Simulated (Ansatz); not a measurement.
Cost and result for the atomization energy of C$_{2}$H$_{5}$NSSi, SMILES `C1=N[SiH2]CS1` (10 atoms, 10 bonds).

Z-matrix (Å, degrees):
```
Si
N 1 1.743
C 1 1.905 2 100.8
H 1 1.485 2 111.3 3 119.1
H 1 1.485 2 111.3 3 -119.1
C 2 1.263 1 112.4 3 0.0
S 3 1.805 1 105.0 2 -0.0
H 3 1.091 1 112.4 2 -118.5
H 3 1.091 1 112.4 2 118.5
H 6 1.094 2 122.7 1 180.0
```

Total charge 0; spin multiplicity 1. The structure was optimised at the PBE0-D4/def2-TZVP level. Program: Ansatz. All runs use 4 threads of an Arm Neoverse V1 on a shared host. Times are those of one run each, without the atoms' runs, and a repeat can differ threefold. Electronic energies, without spin–orbit coupling; frozen cores. CCSD(T)/CBS adds CCSD(T) − MP2 in def2-TZVPP to the MP2 limit, and its time is that of the two runs behind it. T1 = 0.015. B3LYP takes the VWN-RPA correlation (the form of Gaussian; ORCA's B3LYP/G).

CCSD(T)/CBS is a level of theory with its own doubt, some kJ/mol a heavy atom from the limit and from the frozen cores, so smaller differences don't rank the functionals.

| level | functions | wall time |
| --- | --- | --- |
| PBE-D4/def2-TZVPP (with forces) | 247 | 2.6 s |
| PBE0-D4/def2-TZVPP | 247 | 3.1 s |
| B3LYP-D4/def2-TZVPP (with forces) | 247 | 4.8 s |
| r2SCAN-D4/def2-TZVPP (with forces) | 247 | 4.9 s |
| B2PLYP/def2-TZVPP | 247 | 6 s |
| ωB97X-V/def2-TZVPP | 247 | 8 s |
| ωB97M-V/def2-TZVPP (with forces) | 247 | 12 s |
| MP2/def2-QZVPP | 461 | 23 s |
| CCSD(T)/def2-TZVPP | 247 | 120 s |
| CCSD(T)/CBS(def2) | – | 2.3 min |

What atomization energy does each give, and how far from CCSD(T)/CBS? (Best estimate.)

The calculation gave: 
| level | atomization (kcal/mol) | difference from CCSD(T)/CBS | per bond |
| --- | --- | --- | --- |
| PBE-D4/def2-TZVPP (with forces) | 930.4 | 28.3 | 2.8 |
| PBE0-D4/def2-TZVPP | 910.1 | 8.0 | 0.8 |
| B3LYP-D4/def2-TZVPP (with forces) | 904.4 | 2.3 | 0.2 |
| r2SCAN-D4/def2-TZVPP (with forces) | 907.4 | 5.3 | 0.5 |
| B2PLYP/def2-TZVPP | 892.8 | -9.3 | -0.9 |
| ωB97X-V/def2-TZVPP | 909.5 | 7.4 | 0.7 |
| ωB97M-V/def2-TZVPP (with forces) | 908.5 | 6.4 | 0.6 |
| MP2/def2-QZVPP | 908.7 | 6.6 | 0.7 |
| CCSD(T)/def2-TZVPP | 874.1 | -28.0 | -2.8 |
| CCSD(T)/CBS(def2) | 902.1 | 0.0 | 0.0 |

In def2-TZVPP, CCSD(T) changes the Hartree–Fock value by +243.4 kcal/mol (the triples alone add +18.5 kcal/mol) and MP2 by +261.4 kcal/mol; breaking electron pairs costs correlation energy, which Hartree–Fock lacks. The D4 term adds +10.8 kcal/mol with B3LYP and +5.5 kcal/mol with PBE0; it sums over pairs of atoms, weighted by their polarisabilities, and B3LYP, whose exchange is more repulsive, gets the larger term. From PBE to PBE0 (25 % exact exchange), in def2-TZVPP and without D4, the atomization energy moves by −19.3 kcal/mol: exact exchange takes away binding that semilocal exchange gives to molecules.
